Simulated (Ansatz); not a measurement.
**Worked example: ideal-gas entropy of CH2I2 (diiodomethane)**

A singlet with charge 0, relaxed at r2SCAN/def2-TZVP (core potential) (Ansatz 0.2.0):

```xyz
5

I    -0.6612   -1.0035    1.6350
C    -0.1356    0.0925   -0.1241
I     1.9359    0.0497   -0.6525
H    -0.4019    1.1282    0.0503
H    -0.6874   -0.3405   -0.9500
```

Harmonic wavenumbers in cm⁻¹: 117, 492, 566, 726, 1057, 1132, 1401, 3130, 3225.

Masses in u: I 126.904, C 12.011, H 1.008. Take T = 298.15 K, p = 1 bar, R = 8.3145 J/(mol K), kT/hc = 207.22 cm⁻¹, rigid rotor and harmonic oscillator.

**Question.** Compute the standard molar entropy.

**Answer.** 
1. Translation (Sackur–Tetrode): S = R[3/2 ln M + 5/2 ln T − 1.1517] with M = 267.835 gives 178.6 J/(mol K).
2. Rotation: principal moments 22.275, 832.017, 851.027 u Å² give A, B, C = 0.7568, 0.0203, 0.0198 cm⁻¹; the symmetry number is σ = 2; q = (√π/σ)√((kT/hc)³/ABC) = 151573; S = R(ln q + 3/2) = 111.7.
3. Vibration: with u = ν̃/207.22, each mode gives R[u/(eᵘ − 1) − ln(1 − e⁻ᵘ)]; the sum is 19.9, most from 117 cm⁻¹ (13.2), 492 cm⁻¹ (2.8), 566 cm⁻¹ (2.1).
4. Electronic: R ln 1 = 0.0, from the spin multiplicity alone.
5. Sum: 178.6 + 111.7 + 19.9 + 0.0 = 310.2 J/(mol K).

The tabulated value is 309.7 J/(mol K) (CRC Handbook of Chemistry and Physics): the model is off by +0.5.
